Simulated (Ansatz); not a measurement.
A nudged elastic band was laid between two geometries of BF2H3O + H2O (10 atoms, charge 0, multiplicity 1).

All numbers below come from Ansatz 0.2.0, RKS PBE0-D4/cc-pVDZ.

| Item | Value |
| --- | --- |
| movable images | 5 |
| climbing image | yes |
| spring | 5.0 eV/Å² |
| optimiser | quadratic models (default) |
| start path | through a guess of the saddle point |
| force threshold | 0.03 eV/Å |
| iteration limit | 60 |
| end points | relaxed |

Image 0:

```xyz
10
Properties=species:S:1:pos:R:3
B -0.375 -0.112 -1.230
H 0.534 -0.449 -1.957
F -1.452 0.527 -1.802
F -0.789 -1.117 -0.321
H 0.438 0.626 0.649
O 0.232 1.052 -0.254
H -0.032 -0.998 1.334
O 0.541 -0.380 1.831
H -0.495 1.678 -0.115
H 1.398 -0.827 1.866
```

Image 6:

```xyz
10
Properties=species:S:1:pos:R:3
B -0.275 0.476 -1.171
H -0.902 -1.973 0.321
F 0.998 0.192 -1.427
F -1.222 -0.100 -1.909
H 0.729 0.600 1.349
O -0.557 1.368 -0.195
H -0.361 -1.617 0.730
O 1.243 -0.190 1.564
H -1.507 1.487 -0.080
H 1.854 -0.243 0.818
```

(1) What changes between the two ends?

(2) Give the energies along the band, and the barrier.

(3) What is the geometry of the highest image?

(4) What are the harmonic wavenumbers there?

The band took 27 iterations and of the order of 7 core-minutes.

Results:

(1) Bonds broken: B1–H2, H5–O6, H7–O8. Bonds formed: H2–H7, H5–O8. BF2H3O + H2O becomes BF2HO + H2 + H2O.

(2) The forces met the threshold. The highest image is number 3 of 0 to 6, 72.7 kJ/mol above the first end and 87.7 kJ/mol above the last; the last end lies 15.0 kJ/mol below the first. A vibrational analysis at the climbing image gives one clearly imaginary mode, 716i cm⁻¹: a first-order saddle point. The orbitals stay closed-shell, which can raise the energy where a bond breaks towards radicals; this wasn't checked here.

```
image  path coordinate (Å)  energy (kJ/mol)  B1–H2 (Å)  H5–O6 (Å)  H7–O8 (Å)
    0                 0.00              0.0       1.21       1.02       0.98
    1                 1.85             14.9       1.22       1.01       0.97
    2                 3.69             20.1       1.23       1.01       0.97
    3                 5.54             72.7       1.36       1.48       1.16
    4                 6.17             16.9       1.88       1.79       1.76
    5                 6.81            -11.8       2.43       2.03       2.16
    6                 7.44            -15.0       2.94       2.15       2.30
```

(3) 
```xyz
10
Properties=species:S:1:pos:R:3
B -0.509 -0.012 -0.824
H -0.531 -1.163 -0.093
F 0.677 -0.070 -1.539
F -1.666 -0.038 -1.551
H 0.549 0.474 1.033
O -0.427 1.112 0.122
H 0.298 -0.954 0.582
O 1.078 -0.406 1.247
H -1.308 1.408 0.378
H 1.840 -0.351 0.645
```

(4) 716i, 75, 281, 345, 396, 453, 556, 568, 587, 654, 931, 983, 1000, 1147, 1257, 1322, 1439, 1610, 1675, 1710, 1972, 2615, 3786, 3879 cm⁻¹.

Time of the run: 3.8 min on 2 threads of AMD EPYC 7B13 (Zen 3), on a shared host, peak memory 0.21 GiB.
